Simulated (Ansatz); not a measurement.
Correlation energies of CH$_{6}$Cl$_{2}$O$_{2}$Si$_{2}$, SMILES `O[Si@H](Cl)C[Si@H](O)Cl` by basis set

Cartesian coordinates in Å:
```
O 0.504 -1.408 -1.284
Si -0.916 -1.068 -0.514
Cl -2.128 0.038 -1.752
C -0.439 -0.086 0.971
Si 0.615 1.419 0.621
O 1.717 1.104 -0.537
Cl 1.584 1.937 2.359
H 0.475 -1.917 -2.097
H -1.657 -2.316 -0.225
H -1.338 0.226 1.511
H 0.128 -0.748 1.637
H -0.202 2.592 0.250
H 1.657 0.229 -0.940
```

Total charge 0; spin multiplicity 1. The structure was optimised at the PBE0-D4/def2-TZVP level. It is one conformer, not always the lowest. Frozen core, restricted reference, Ansatz. CBS rows extrapolate triple and quadruple zeta; past MP2 they add the triple-zeta difference.

```csv
basis,HF (Eh),MP2 corr.,CCSD corr.,(T),CCSD(T) total
def2-TZVPP,-1688.33477,-1.26968,-1.33141,?,?
def2-QZVPP,-1688.38774,?,–,–,–
CBS(def2),?,-1.46093,?,as TZ,?
```

(1) Fill in the withheld values. (Best estimate.)

Results:

(1) The calculation gave: def2-TZVPP (T): -0.05295; def2-TZVPP CCSD(T) total: -1689.71913; def2-QZVPP MP2 corr.: -1.37955; CBS(def2) HF (Eh): -1688.39504; CBS(def2) CCSD corr.: -1.52265; CBS(def2) CCSD(T) total: -1689.97064.
